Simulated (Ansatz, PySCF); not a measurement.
Process, species as SMILES: CCCCCCO → CCCCC[CH]O + H atom (the C-H bond at the site shown breaks; other sites are not compared here)
Structures are relaxed separately at B3LYP-D3(BJ)/def2-TZVP in Ansatz (an electronic-structure program), one conformer each, not searched for the lowest. Frequencies are from Ansatz or PySCF.
Geometry of the first species:
```xyz
21

C      3.8070    -0.0284     0.1089
C      2.4584    -0.7376     0.0279
C      1.2737     0.2249     0.0534
C     -0.0804    -0.4745    -0.0274
C     -1.2626     0.4911     0.0037
C     -2.6062    -0.2167    -0.0872
O     -3.7154     0.6725     0.0000
H      3.9393     0.6608    -0.7287
H      3.8899     0.5535     1.0301
H      4.6351    -0.7391     0.0888
H      2.4142    -1.3380    -0.8867
H      2.3652    -1.4440     0.8592
H      1.3659     0.9328    -0.7781
H      1.3163     0.8260     0.9685
H     -0.1703    -1.1826     0.8037
H     -0.1221    -1.0745    -0.9433
H     -1.2404     1.0833     0.9231
H     -1.1743     1.2004    -0.8285
H     -2.7241    -0.9088     0.7487
H     -2.6565    -0.8093    -1.0105
H     -3.6542     1.3069    -0.7222
```
Charge 0, spin multiplicity 1.

Property: bond dissociation energy (0 K, with B3LYP-D3(BJ) harmonic zero-point energies), in eV. Cores are frozen in the correlated levels unless marked. Open shells are spin-unrestricted. No spin-orbit coupling. Non-relativistic. Basis-set limits of correlation are two-point, X^-3; Hartree-Fock from the larger set. The bracket is a focal-point correction in the basis named.

RI-MP2/CBS(cc-pVTZ,cc-pVQZ)+[CCSD(T)-MP2]/cc-pVTZ (Ansatz) gives 4.10 eV.

Another calculation gave 3.94 eV. Which level was it?
A) r2SCANh/def2-TZVPD (Ansatz)
B) B2GP-PLYP/def2-TZVPD (Ansatz)
C) SVWN5/def2-TZVPD (Ansatz)

B, B2GP-PLYP/def2-TZVPD (Ansatz). The others give 3.79 (r2SCANh), 4.24 (SVWN5) eV.
